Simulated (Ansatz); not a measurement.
Species: sum formula H2PO (charge +1, singlet). It need not be the lowest isomer of its formula. SMILES: [OH+]=P
Structure (B3LYP-D3(BJ)/def2-TZVP (Ansatz, an electronic-structure program) minimum search):
```xyz
4

P     -0.0675    -0.0870    -0.5648
O      0.0555     0.1370     0.9714
H      1.3131     0.1663    -0.8269
H     -0.7446     0.0424     1.5280
```
Charge +1, spin multiplicity 1.

Problem. Give the harmonic wavenumbers at B3LYP-D3(BJ)/def2-TZVP (Ansatz, finite differences of forces, unscaled).

Solution. 839, 929, 1011, 1103, 2361, 3631 cm⁻¹. Zero-point energy 14.1 kcal/mol.

Problem. From these and the geometry, give the ideal-gas thermochemistry at 298.15 K and 1 atm (rigid rotor, harmonic oscillator).

Solution. Point group Cs, rotational symmetry number 1. Rotational constants 195.6, 17.76, 16.29 GHz. S(trans) 37.59, S(rot) 19.28, S(vib) 0.45, S(elec, spin only) 0.00, S 57.3 cal/(mol K). H(298) - H(0) 2.48 kcal/mol; G - E(el) -0.5 kcal/mol.
